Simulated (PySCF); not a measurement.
How methods differ on the ionisation energy of Mo²⁶⁺

Mo²⁶⁺ [Ne] 3s2 3p4 [3p1/2^2 3p3/2^2, M_J = 2] → Mo²⁷⁺ [Ne] 3s2 3p3 [3p1/2^2 3p3/2^1, M_J = 3/2], as a difference of total energies. All numbers are calculated (PySCF 2.14, the two-component X2C-1e Hamiltonian, in an uncontracted even-tempered set (19 s from 3.7 bohr⁻², ratio 2.4; 14 p from 4.8 bohr⁻², ratio 2.4; 5 d from 20 bohr⁻², ratio 2.6; 4 f from 30 bohr⁻², ratio 2.6)). Correlated levels: 1s2 frozen; the 56 highest virtual spinors dropped. "Screened" scales the spin-orbit matrix elements by Boettger's factors to mimic the two-electron term; Breit and QED terms are absent.

| method | ionisation energy (eV) |
| --- | --- |
| GHF (spin-free) | 1385.1 |
| GMP2 (spin-free) | 1386.3 |
| GHF (screened spin-orbit) | 1386.7 |
| GMP2 (screened spin-orbit) | 1387.1 |

Breit and QED terms and the two-electron picture change are absent.

The spin-free rows relax to the high-spin LS determinant and lack the spin-orbit shift.

The labels give the starting determinants; with spin-orbit coupling the two ends relaxed to ⟨J²⟩ = 6.00, ⟨L²⟩ = 2.87, ⟨S²⟩ = 1.57 and ⟨J²⟩ = 3.76, ⟨L²⟩ = 1.43, ⟨S²⟩ = 2.23.

For comparison: 1385.1 ± 1.9 eV (semi-empirical (NIST evaluation); NIST Atomic Spectra Database, ionization energies).
